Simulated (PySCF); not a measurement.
Computed shifts of a molecule C3H4F2O2, PySCF with HF/pcSseg-1, GIAO, gas phase, atoms alike by connectivity averaged where their shifts nearly agree, in ppm (number of nuclei): ¹⁹F: -66.9 (1), -74.1 (1). ¹³C: 117.1 (1), 88.8 (1), 67.9 (1). ¹H: 5.50 (1), 4.99 (1), 4.35 (1), 3.78 (1). References: ¹⁹F against CFCl3 (σ = 238.5 ppm); ¹³C against TMS (σ = 192.6 ppm); ¹⁷O against H2O (σ = 333.0 ppm); ¹H against TMS (σ = 31.99 ppm), references at their B3LYP-D3(BJ)/def2-TZVP geometries, non-relativistic. Geometry optimised at PBE0-D3(BJ)/def2-SVP. Other conformers were not sampled.

Question: Which structure fits?
A. O[C@H]1COC1(F)F
B. O=C(O)CC(F)F
C. COC(=O)C(F)F
D. FC1(F)COCO1

Answer: D, FC1(F)COCO1
